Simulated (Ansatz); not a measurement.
Basis-set series for `[O+]#[C][W-6]([C]#[O+])([C]#[O+])([C]#[O+])([C]#[O+])[P+](F)(F)F`. The species carries charge 0 and has multiplicity 1. W takes the def2 core potential. All single points use the PBE0-D4/def2-TZVP geometry. It is one conformer, not always the lowest.

```tsv
functional	basis	functions	energy (Eh)	HOMO (eV)	LUMO (eV)
PBE0-D4	def2-SVP	232	-1273.07167	-7.23	-1.94
PBE0-D4	def2-QZVPP	892	-1274.33274	-7.26	-2.02
ωB97M-V	def2-SVP	232	-1273.76843	-8.87	0.16
ωB97M-V	def2-QZVPP	892	-1275.04717	-8.94	0.03
```

Question: Give the rows for def2-TZVPP. (Best estimate.)

Answer: Ansatz gave: 
```csv
functional,basis,functions,energy (Eh),HOMO (eV),LUMO (eV)
PBE0-D4,def2-TZVPP,501,-1274.27517,-7.23,-1.99
ωB97M-V,def2-TZVPP,501,-1274.99383,-8.91,0.07
```

Positive LUMOs are unbound and depend on the basis.
